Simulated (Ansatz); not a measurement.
`OC(F)(F)BF` and `NC(O)(F)F` differ in one atom or group.

Ansatz, PBE0-D4/def2-TZVP geometries, multiplicity 1. Each molecule was computed in one conformer, which needn't be the lowest.

```tsv
property	`OC(F)(F)BF`
HOMO–LUMO gap (PBE0/def2-TZVPP) / eV	8.04
HOMO–LUMO gap (ωB97M-V/def2-TZVPP) / eV	12.49
HOMO energy (B3LYP/def2-TZVPP) / eV	-9.42
size of the dipole moment (PBE/def2-TZVPP) / D	0.58
LUMO energy (PBE0/def2-TZVPP) / eV	-1.56
ideal-gas entropy at 298 K and 1 bar (rigid rotor, harmonic PBE0-D4/def2-TZVP) / J/(mol·K)	336
```

Q: Give the same properties after the change, and the shifts. (An estimate is asked.)

A: Computed: 
```tsv
property	`NC(O)(F)F`	shift
HOMO–LUMO gap (PBE0/def2-TZVPP) / eV	9.44	1.40
HOMO–LUMO gap (ωB97M-V/def2-TZVPP) / eV	13.28	0.79
HOMO energy (B3LYP/def2-TZVPP) / eV	-8.25	1.17
size of the dipole moment (PBE/def2-TZVPP) / D	1.86	1.28
LUMO energy (PBE0/def2-TZVPP) / eV	0.93	2.49
ideal-gas entropy at 298 K and 1 bar (rigid rotor, harmonic PBE0-D4/def2-TZVP) / J/(mol·K)	301	-35
```

With PBE0 the HOMO rises by 1.09 eV and the LUMO rises by 2.49 eV, so the gap widens by about 1.40 eV. PBE moves the HOMO by 1.06 eV and ωB97M-V by 0.99 eV. Dipoles are sizes alone; their direction can turn. Modes under 60 cm⁻¹, often nearly free rotors, make the harmonic entropy too high.

Positive LUMOs are unbound, so they and the gaps depend on the basis.

B3LYP here is the variant with VWN-RPA as its local correlation; programs differ in this.
